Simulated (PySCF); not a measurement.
Harmonic spectrum computed at PBE in the def2-TZVP basis family (core potentials from Rb on, PySCF, no spin–orbit coupling):

| ω (cm⁻¹) | IR (km/mol) |
| --- | --- |
| 352 | 0.5 |
| 935 | 191 |
| 983 | 101 |

Which molecule gave it? In each, all ligands are bound to the one heavy central atom.
A. MoO₂ (triplet)
B. NbO₂ (doublet)
C. ZrO₂ (singlet)
D. NO₂ (doublet)

B. It has C2v symmetry with Nb–O 1.721 Å (×2).
